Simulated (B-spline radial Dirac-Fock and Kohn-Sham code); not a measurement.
**3p3/2 photoionisation of Cr²⁺ near threshold**

System: the Cr²⁺ ion, configuration 1s2 2s2 2p6 3s2 3p6 3d4. The computed 3p3/2 threshold is 75.52 eV; without correlation, outer thresholds are uncertain by 1 to 2 eV. With an open shell the threshold is an average over the terms of the final ion.

The run's input, task.json:

```json
{"items": [{
  "Z": 24,
  "q": 2,
  "cfg": [[1, 0, 2], [2, 0, 2], [2, 1, 6], [3, 0, 2], [3, 1, 6], [3, 2, 4]],
  "A": 52,
  "rrms": 3.6452,
  "do": ["binding", "quiet", "photo", "scan"],
  "hv": [21.22, 69.5, 80, 139.0, 207.0, 300, 393.0, 672.0, 1000, 4000, 8250.0, 10600.0, 15000, 23800.0, 59318.2, 100000]
}]}
```

Run with: `python xray_run.py task.json out`

Method: the independent-particle Dirac-Slater model, thresholds from Dirac-Fock. Computed with an atomic code on a B-spline grid. Interchannel coupling and autoionising resonances are not included, so magnitudes near threshold are approximate.

Q: How do σ and β run from threshold to 400 eV kinetic energy?

A: The cross section shows no minimum in this range. Its largest value, 0.767 Mb, lies 54 eV above threshold, delayed by the centrifugal barrier of the l+1 channel. β ranges from -0.76 (at 1.5 eV) to 1.63.

```
kinetic energy (eV)  σ (Mb)      β
                1.5   0.543  -0.76
                1.9   0.543  -0.76
                2.3   0.545  -0.76
                2.9   0.546  -0.75
                3.7   0.549  -0.74
                4.6   0.553  -0.72
                5.7   0.558  -0.68
                7.2   0.566  -0.64
                9.0   0.576  -0.57
               11.2   0.590  -0.47
               14.0   0.609  -0.34
               17.5   0.633  -0.18
               21.9   0.662   0.01
               27.4   0.694   0.22
               34.2   0.726   0.44
               42.8   0.753   0.66
               53.5   0.767   0.86
               66.9   0.759   1.05
               83.7   0.724   1.20
              104.7   0.662   1.33
              130.9   0.579   1.43
              163.6   0.486   1.50
              204.6   0.391   1.56
              255.8   0.298   1.60
              319.9   0.220   1.62
              400.0   0.157   1.63
```
